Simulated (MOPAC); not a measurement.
MOPAC input (PM6):

```
PM6 1SCF UHF MS=0.5 GEO-OK AUX(PRECISION=9) THREADS=1
H3BO2P

O    -0.58232700 1    1.36116200 1    0.80317200 1
B    -0.44115700 1    0.16052100 1    0.17615200 1
O    -1.57986600 1   -0.57983400 1    0.05749200 1
P     1.24612800 1   -0.53805000 1   -0.53959400 1
H     0.23303100 1    1.86272500 1    0.87395700 1
H    -1.46530700 1   -1.42385000 1   -0.38663500 1
H     2.04368100 1    0.57864300 1   -0.15948400 1
```

Output:

```
 *******************************************************************************
 **                                                                           **
 **                              MOPAC v23.2.5                                **
 **                                                                           **
 *******************************************************************************
 ** MOPAC's Digital Object Identifier: https://doi.org/10.5281/zenodo.6511958 **
 **                                                                           **
 ** Please cite the open-source release paper for use of this MOPAC version:  **
 ** J. E. Moussa and J. J. P. Stewart (2026)                                  **
 ** MOPAC: An open-source semiempirical molecular orbital program             **
 ** J. Open Source Softw., 11(119), 8025, https://doi.org/10.21105/joss.08025 **
 *******************************************************************************

                              PM6 CALCULATION RESULTS

 *******************************************************************************
 *  PM6        - The PM6 Hamiltonian to be used
 *  GEO-OK     - OVERRIDE INTERATOMIC DISTANCE AND OTHER SAFETY CHECKS
 *  UHF        - UNRESTRICTED HARTREE-FOCK CALCULATION
 *  MS=        - IN MECI, MAGNETIC COMPONENT OF SPIN =  0.5
 *  1SCF       - DO 1 SCF AND THEN STOP
 *  AUX        - OUTPUT AUXILIARY INFORMATION
 *******************************************************************************
PM6 1SCF UHF MS=0.5 GEO-OK AUX(PRECISION=9) THREADS=1
 H3BO2P

   ATOM   CHEMICAL          X               Y               Z
  NUMBER   SYMBOL      (ANGSTROMS)     (ANGSTROMS)     (ANGSTROMS)

     1       O         -0.58232700  *   1.36116200  *   0.80317200  *
     2       B         -0.44115700  *   0.16052100  *   0.17615200  *
     3       O         -1.57986600  *  -0.57983400  *   0.05749200  *
     4       P          1.24612800  *  -0.53805000  *  -0.53959400  *
     5       H          0.23303100  *   1.86272500  *   0.87395700  *
     6       H         -1.46530700  *  -1.42385000  *  -0.38663500  *
     7       H          2.04368100  *   0.57864300  *  -0.15948400  *

          CARTESIAN COORDINATES

    NO.       ATOM           X           Y           Z

     1         O         -0.5823      1.3612      0.8032
     2         B         -0.4412      0.1605      0.1762
     3         O         -1.5799     -0.5798      0.0575
     4         P          1.2461     -0.5381     -0.5396
     5         H          0.2330      1.8627      0.8740
     6         H         -1.4653     -1.4239     -0.3866
     7         H          2.0437      0.5786     -0.1595

 General Reference for PM6:
 "Optimization of Parameters for Semiempirical Methods V: Modification of NDDO Approximations
 and Application to 70 Elements", J. J. P. Stewart, J. Mol. Mod., 13, 1173-1213 (2007)
 URL: https://link.springer.com/article/10.1007/s00894-007-0233-4

           Empirical Formula: H3 O2 B P  =     7 atoms

      MOLECULAR POINT GROUP   :   Cs

          UHF CALCULATION, NO. OF ALPHA ELECTRONS =   12
                           NO. OF BETA  ELECTRONS =   11

 -------------------------------------------------------------------------------
 PM6 1SCF UHF MS=0.5 GEO-OK AUX(PRECISION=9) THREADS=1
 H3BO2P

     1SCF WAS SPECIFIED, SO BFGS WAS NOT USED
     SCF FIELD WAS ACHIEVED

                              PM6 CALCULATION
                                                       MOPAC v23.2.5 Linux

          FINAL HEAT OF FORMATION =        -94.28783 KCAL/MOL =    -394.50028 KJ/MOL

          COSMO AREA              =        102.70 SQUARE ANGSTROMS
          COSMO VOLUME            =         86.46 CUBIC ANGSTROMS

          IONIZATION POTENTIAL    =          9.645261 EV
          ALPHA SOMO LUMO (EV)    =         -9.645  0.813
          BETA  SOMO LUMO (EV)    =        -10.005 -1.442
          NO. OF ALPHA ELECTRONS  =         12
          NO. OF BETA  ELECTRONS  =         11
          MOLECULAR WEIGHT        =         76.8063         POINT GROUP:  Cs

          MOLECULAR DIMENSIONS (Angstroms)

            Atom       Atom       Distance
            H     7    H     6     4.04655
            H     5    P     4     2.93887
            O     1    O     3     0.00000

          SCF CALCULATIONS        =          1

   ATOM   CHEMICAL          X               Y               Z
  NUMBER   SYMBOL      (ANGSTROMS)     (ANGSTROMS)     (ANGSTROMS)

     1       O         -0.58232700  *   1.36116200  *   0.80317200  *
     2       B         -0.44115700  *   0.16052100  *   0.17615200  *
     3       O         -1.57986600  *  -0.57983400  *   0.05749200  *
     4       P          1.24612800  *  -0.53805000  *  -0.53959400  *
     5       H          0.23303100  *   1.86272500  *   0.87395700  *
     6       H         -1.46530700  *  -1.42385000  *  -0.38663500  *
     7       H          2.04368100  *   0.57864300  *  -0.15948400  *

                             CARTESIAN COORDINATES

   1    O       -0.582327000     1.361162000     0.803172000
   2    B       -0.441157000     0.160521000     0.176152000
   3    O       -1.579866000    -0.579834000     0.057492000
   4    P        1.246128000    -0.538050000    -0.539594000
   5    H        0.233031000     1.862725000     0.873957000
   6    H       -1.465307000    -1.423850000    -0.386635000
   7    H        2.043681000     0.578643000    -0.159484000

           Empirical Formula: H3 O2 B P  =     7 atoms

      MOLECULAR POINT GROUP   :   Cs

          ALPHA EIGENVALUES
 -31.23249 -30.53844 -21.30480 -20.82950 -17.52281 -16.11810 -14.73761 -14.57303
 -12.42089 -12.37039 -10.34681  -9.64526   0.81336   1.08508   2.68748   3.24720
   4.21539   4.84827   5.52672 137.04164 137.15844 137.43024 137.88029 138.16628

           BETA EIGENVALUES
 -31.18310 -30.48237 -21.28091 -20.37947 -17.50275 -16.00722 -14.58627 -14.51968
 -12.26936 -12.07153 -10.00506  -1.44168   0.96268   1.44418   2.75280   3.27111
   4.38628   4.85902   5.56038 137.89774 138.02029 138.16015 138.29186 138.39780

              NET ATOMIC CHARGES AND DIPOLE CONTRIBUTIONS

  ATOM NO.   TYPE          CHARGE      No. of ELECS.   s-Pop       p-Pop       d-Pop
    1          O          -0.482833        6.4828     1.71807     4.76476
    2          B           0.266099        2.7339     0.97857     1.75533
    3          O          -0.483648        6.4836     1.71501     4.76864
    4          P          -0.000660        5.0007     1.77408     3.21694     0.00964
    5          H           0.335846        0.6642     0.66415
    6          H           0.346224        0.6538     0.65378
    7          H           0.018972        0.9810     0.98103
 DIPOLE           X         Y         Z       TOTAL
 POINT-CHG.     2.578    -0.913    -1.017     2.918
 HYBRID        -0.350     1.455     0.799     1.697
 SUM            2.228     0.542    -0.218     2.303

          ATOMIC ORBITAL ELECTRON POPULATIONS

     Atom    s        px        py        pz      x^2-y^2     xz        z^2       yz        xy
    1  O   1.71807   1.54325   1.47282   1.74869
    2  B   0.97857   0.69133   0.59187   0.47212
    3  O   1.71501   1.61417   1.42963   1.72484
    4  P   1.77408   0.98841   1.19369   1.03483   0.00215   0.00164   0.00124   0.00106   0.00355
    5  H   0.66415
    6  H   0.65378
    7  H   0.98103

                    (SZ)    =    0.500000
                    (S**2)  =    0.753027

          ATOMIC ORBITAL SPIN POPULATIONS

    Atom   Total    s     px     py     pz   x^2-y^2  xz     z^2    yz     xy
         Atomic
    1  O  0.0144  0.001 -0.001  0.002  0.012
    2  B -0.0300 -0.018 -0.014 -0.001  0.003
    3  O  0.0188  0.001 -0.003  0.005  0.015
    4  P  1.0269  0.008  0.074  0.199  0.746 -0.000 -0.000 -0.000 -0.000 -0.000
    5  H -0.0009 -0.001
    6  H -0.0012 -0.001
    7  H -0.0280 -0.028

 **********************
 *                    *
 * JOB ENDED NORMALLY *
 *                    *
 **********************

 == MOPAC DONE ==
```

The geometry given is a B3LYP-D3(BJ)/def2-TZVP minimum.
